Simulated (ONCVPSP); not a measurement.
Reading a pseudo-wave (Hf (Z = 72))

Columns: radius, all-electron u(r) and pseudo u(r) of the 5s shell (level -67.04 eV) of hafnium in the configuration [Kr] 4d10 4f14 5s2 5p6 5d2 6s2; PBEsol, scalar-relativistic, ONCV scheme, ONCVPSP 4.0.1.

```csv
r (bohr),all-electron,pseudo
0.115,0.2395,0.1718
0.230,0.0393,0.3392
0.345,-0.5693,0.4974
0.460,-0.4175,0.6409
0.575,0.0982,0.7639
0.690,0.5893,0.8610
0.805,0.9171,0.9278
0.920,1.0780,0.9612
1.035,1.1113,0.9606
1.150,1.0621,0.9282
1.265,0.9666,0.8690
1.380,0.8505,0.7899
1.495,0.7304,0.6985
1.610,0.6159,0.6022
1.725,0.5123,0.5078
1.840,0.4215,0.4205
1.955,0.3438,0.3437
2.070,0.2786,0.2785
2.185,0.2245,0.2245
2.300,0.1801,0.1801
2.415,0.1440,0.1439
2.530,0.1147,0.1147
2.645,0.0912,0.0912
2.760,0.0723,0.0723
2.875,0.0572,0.0572
2.990,0.0452,0.0452
```

(1) How many radial nodes do the two functions have?

(2) At about which radius was the pseudo-wave matched?

(3) Where does each function peak?

(4) Is the pseudo-wave norm-conserving?

Answers

(1) The all-electron 5s function has n − l − 1 = 4 (the table is too coarse to show those close to the nucleus); the pseudo-wave has 0, since the states of the same l below it are removed with the core.

(2) 2.20 bohr. The columns agree to 0.0005 from 1.96 bohr on; several derivatives are matched, so the curves merge somewhat inside the radius.

(3) Outermost all-electron maximum near 1.03 bohr, pseudo maximum near 0.92 bohr (to the table’s step).

(4) Yes: the ONCV scheme keeps the norm inside the radius equal to the all-electron one, which fixes the energy derivative of the logarithmic derivative at the level.
